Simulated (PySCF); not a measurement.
From one molecule to another.

First species: CH11FSi4.
Z-matrix (Å and degrees, GFN2-xTB geometry), rows numbered from 1:
```
F 
Si  1  1.6156
C   2  1.8865  1  106.92
Si  3  1.9268  2  115.86  1    54.18
Si  4  2.3235  3  108.57  2    64.58
Si  4  2.3241  3  110.21  2   -65.74
H   2  1.4567  1  104.42  3   120.14
H   2  1.4574  1  104.02  3  -120.69
H   3  1.0903  2  108.88  1   177.29
H   3  1.0915  2  108.70  1   -67.96
H   4  1.4876  3  102.50  2   178.63
H   5  1.4666  4  112.49  3   -73.72
H   5  1.4660  4  111.39  3   167.21
H   5  1.4684  4  114.66  3    47.06
H   6  1.4687  4  109.90  3  -163.52
H   6  1.4668  4  114.03  3   -44.52
H   6  1.4626  4  112.54  3    78.04
```

Second species: C6H5NO3.
SMILES: `O=COC1=CC=[N+]([O-])C=C1`

Levels: CAM-B3LYP/def2-SVPD for dipole moment, HOMO energy, LUMO energy, HOMO–LUMO gap, static isotropic polarisability and electronic spatial extent ⟨r²⟩ about the centre of nuclear charge; TDDFT CAM-B3LYP/def2-SVPD for lowest singlet excitation; TDA CAM-B3LYP/def2-SVPD for lowest triplet excitation (Tamm–Dancoff); GFN2-xTB for rotational constant A and rotational constant C. Geometries: GFN2-xTB. Each structure is a single optimised conformer of the isolated species, non-relativistic unless stated. Electronic properties by PySCF.

Dipoles, sizes and rotational constants follow the conformer. The torsions of the flexible species, by atom-mapped SMILES:
- `[F:1][SiH2:2][CH2:3][SiH:4]([SiH3:5])[SiH3:6]`: F1–Si2–C3–Si4 54°, Si2–C3–Si4–Si5 65°
- `[O:1]=[CH:2][O:3][c:4]1[cH:5][cH:6][n+:7]([O-:8])[cH:9][cH:10]1`: O1–C2–O3–C4 0°, C2–O3–C4–C5 91°

| property | column X | column Y |
| --- | --- | --- |
| dipole moment | 1.98 D | 4.24 D |
| HOMO energy | -9.46 eV | -7.85 eV |
| LUMO energy | 0.43 eV | -0.53 eV |
| HOMO–LUMO gap | 9.89 eV | 7.32 eV |
| lowest singlet excitation | 6.75 eV | 4.38 eV |
| lowest triplet excitation (Tamm–Dancoff) | 5.84 eV | 2.63 eV |
| static isotropic polarisability | 124.0 au | 90.0 au |
| electronic spatial extent ⟨r²⟩ about the centre of nuclear charge | 1686 bohr² | 1488 bohr² |
| rotational constant A | 1.411 GHz | 3.815 GHz |
| rotational constant C | 0.747 GHz | 0.756 GHz |

Which column belongs to which species?

Column X is the first species and column Y the second. The first has 17 atoms and 82 electrons, the second 15 and 72.

How does each property change from the first species to the second?

dipole moment +2.26 D; HOMO energy +1.61 eV; LUMO energy -0.96 eV; HOMO–LUMO gap -2.57 eV; lowest singlet excitation -2.37 eV; lowest triplet excitation (Tamm–Dancoff) -3.21 eV; static isotropic polarisability -34.0 au; electronic spatial extent ⟨r²⟩ about the centre of nuclear charge -198 bohr²; rotational constant A +2.404 GHz; rotational constant C +0.009 GHz.

On the first: The polarisability is 18.37 Å³ as a volume (1 au = 0.148185 Å³), or 1.51 au for each of the 82 electrons. S1 lies 3.14 eV below the HOMO–LUMO gap; its leading configuration is HOMO→LUMO, weight 0.79.

On the second: The principal polarisabilities are 59.2, 83.2 and 127.5 au; their mean is the isotropic value. In wavenumbers S1 is 35300 cm⁻¹ (1 eV = 8065.54 cm⁻¹). GFN2-xTB frequencies show an imaginary mode (50i cm⁻¹), so this geometry is no minimum at that level.
